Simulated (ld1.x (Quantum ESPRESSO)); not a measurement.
# Pseudopotential generation for Tb (Z = 65): TM, PBE, scalar-relativistic.

ld1.x (Quantum ESPRESSO) 7.5 input, shortened:

```
&input
   title='Tb', zed=65., rel=1, dft='PBE', iswitch=3,
   config='[Xe] 4f8 5d1 6s2 6p0'
 /
 &inputp
   pseudotype=2, tm=.true., lloc=0,
   nlcc=.false.
 /
3
6P  2  1   0.00   0.00  3.20  3.20  0.0
5D  3  2   1.00   0.00  2.70  2.70  0.0
6S  1  0   2.00   0.00  3.15  3.15  0.0
 &test
   configts(1)='5d1 6s2 6p0'
 /
```

All-electron outer shells of the reference configuration (PBE, scalar-relativistic, ld1.x):

```tsv
shell	level (eV)	outermost node (bohr)	outermost maximum (bohr)
5p	-27.89	0.69	1.33
4f	-8.97	–	0.55
6s	-4.19	1.57	3.32
5d	-2.42	0.77	1.94
6p	-1.33	1.89	4.54
```

Calculated quality:

- Cutoffs needed: 15 Ry and 18 Ry (the cutoffs (Ry, on a coarse ladder) from which the occupation-weighted sum of valence levels, in a spherical-Bessel basis at the reference potential, stays within 10 and 1 mRy of its value at 400 Ry)
- Ghost test: no extra level below or beside the all-electron valence levels (p, d, s, f tested) (spherical-Bessel basis up to 400 Ry, 20 bohr box)
- Largest excitation error: +184 meV (all-electron minus pseudo) for 5d1 6s0 6p0, out of 7 test configurations

Generation and tests took about 2.4 s on one core of a shared server CPU.
